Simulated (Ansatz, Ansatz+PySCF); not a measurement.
```yaml
atoms:
  - { symbol: N, position_ang: [0.0000, 0.0000, 0.1216] }
  - { symbol: H, position_ang: [1.3102, 0.0000, -0.4458] }
  - { symbol: H, position_ang: [-0.4679, 0.8105, -0.2837] }
  - { symbol: H, position_ang: [-0.4679, -0.8105, -0.2837] }
```

Basis set: 6-31G (spherical functions). Frozen core: 1 orbital. Charge 0, multiplicity 1.

Computed with Ansatz (development build ahead of 0.2.0); each method stands on the lowest determinant of its kind that the runs found. Restricted open shells among the atoms or ions are ROHF, correlated in semicanonical orbitals with singles. Restricted functionals stand beside restricted open-shell atoms, which can lie above the unrestricted atoms usual in DFT and then raise those values.

The atomization energy at this shape (free ground-state atoms in the same class of orbitals less the molecule, no zero-point energy) of singlet NH₃:

| method | atomization energy |
| --- | --- |
| PBE0 (restricted) | 234.94 kcal/mol |
| PBE0 (unrestricted) | 234.21 kcal/mol |
| RHF-CCSD(T) | 202.15 kcal/mol |
| RHF-MP2 | 194.87 kcal/mol |
| UHF-MP2 | 194.32 kcal/mol |
| RHF | 132.21 kcal/mol |

(1) What does UHF give?

Results:

(1) 130.35 kcal/mol. Caution for RHF-CCSD(T), RHF-MP2, UHF-MP2: bonds are stretched, where a single reference can fail.

This basis has no polarisation functions and is too small for such energies, which can lie far from measured ones in either direction.
